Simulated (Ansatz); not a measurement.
`BI` + `[CH3][GeH2][SeH]` → `B[CH2][GeH2][SeH]` + HI  (formal exchange of groups at a B–I bond)

Program: Ansatz. Geometries: PBE0-D4/def2-TZVP. ΔE: electronic, gas phase. CBS: MP2 limit from def2 TZ/QZ plus the TZ coupled-cluster correction, frozen cores. Functionals use def2-TZVPP. B3LYP here is the variant with VWN-RPA as its local correlation; programs differ in this. HSE06 is defined as in plane-wave codes. def2 core potentials past Kr. For Ge, I, Se outer-core shells are correlated without core-valence functions, which leaves a few kJ/mol of doubt a bond. Scalar relativity is left out up to krypton. Each species was taken in one conformer, which may not be the lowest.

`BI`:

```xyz
4

B     0.022    0.115    0.219
I    -0.166   -0.856   -1.632
H     0.458   -0.511    1.130
H    -0.314    1.252    0.284
```

`[CH3][GeH2][SeH]`:

Cartesian coordinates in Å:
```
C -0.185 -0.781 -0.983
Ge 0.038 -0.115 0.835
Se 1.140 1.976 0.832
H -0.806 -0.095 -1.559
H 0.788 -0.866 -1.467
H -0.665 -1.761 -0.967
H 0.964 -1.020 1.664
H -1.322 0.028 1.542
H 0.048 2.634 0.103
```

`B[CH2][GeH2][SeH]`:

```xyz
11

B     1.280    1.174   -0.134
C     1.091   -0.306   -0.476
Ge   -0.631   -0.775    0.386
Se   -2.235    0.766   -0.402
H     0.860    2.027   -0.863
H     1.786    1.499    0.902
H     0.946   -0.548   -1.530
H     1.797   -0.999   -0.009
H    -0.518   -0.691    1.917
H    -1.028   -2.201   -0.033
H    -3.347    0.054    0.242
```

HI:

Z-matrix (Å, degrees):
```
I
H 1 1.610
```

```json
{"level": "PBE-D4", "ΔE (kcal/mol)": "12.6", "difference from CCSD(T)/CBS": "-0.5"}
{"level": "revPBE-D4", "ΔE (kcal/mol)": "12.3", "difference from CCSD(T)/CBS": "-0.8"}
{"level": "B3LYP-D4", "ΔE (kcal/mol)": "12.2", "difference from CCSD(T)/CBS": "-0.9"}
{"level": "ωB97M-V", "ΔE (kcal/mol)": "11.8", "difference from CCSD(T)/CBS": "-1.3"}
{"level": "PBE", "ΔE (kcal/mol)": "13.5", "difference from CCSD(T)/CBS": "0.4"}
{"level": "revPBE", "ΔE (kcal/mol)": "14.4", "difference from CCSD(T)/CBS": "1.3"}
{"level": "r2SCAN0", "ΔE (kcal/mol)": "13.1", "difference from CCSD(T)/CBS": "0.0"}
{"level": "HSE06", "ΔE (kcal/mol)": "13.3", "difference from CCSD(T)/CBS": "0.2"}
{"level": "BHLYP", "ΔE (kcal/mol)": "13.3", "difference from CCSD(T)/CBS": "0.2"}
{"level": "HF/def2-SVP", "ΔE (kcal/mol)": "14.2", "difference from CCSD(T)/CBS": "1.1"}
{"level": "HF/def2-TZVPP", "ΔE (kcal/mol)": "14.4", "difference from CCSD(T)/CBS": "1.3"}
{"level": "SCS-MP2/def2-TZVPP", "ΔE (kcal/mol)": "13.6", "difference from CCSD(T)/CBS": "0.5"}
{"level": "CCSD/def2-TZVPP", "ΔE (kcal/mol)": "12.7", "difference from CCSD(T)/CBS": "-0.4"}
{"level": "SCS-MP2/def2-QZVPP", "ΔE (kcal/mol)": "13.8", "difference from CCSD(T)/CBS": "0.7"}
{"level": "HF/CBS(def2)", "ΔE (kcal/mol)": "14.4", "difference from CCSD(T)/CBS": "1.3"}
{"level": "CCSD/CBS(def2)", "ΔE (kcal/mol)": "13.0", "difference from CCSD(T)/CBS": "-0.1"}
{"level": "CCSD(T)/CBS", "ΔE (kcal/mol)": "13.1", "difference from CCSD(T)/CBS": "0"}
```

Largest T1 diagnostic among the species: 0.012.

Leaving LDA and LC-ωPBE aside and taking each functional with its dispersion term where it has one, the values, not all of them listed here, spread over 2.0 kcal/mol, from CAM-B3LYP-D4 to B2PLYP. LDA lies −2.4 kcal/mol from PBE without D4. The D4 term adds −1.3 kcal/mol with B3LYP and −0.7 kcal/mol with PBE0; it sums over pairs of atoms, weighted by their polarisabilities, and B3LYP, whose exchange is more repulsive, gets the larger term.
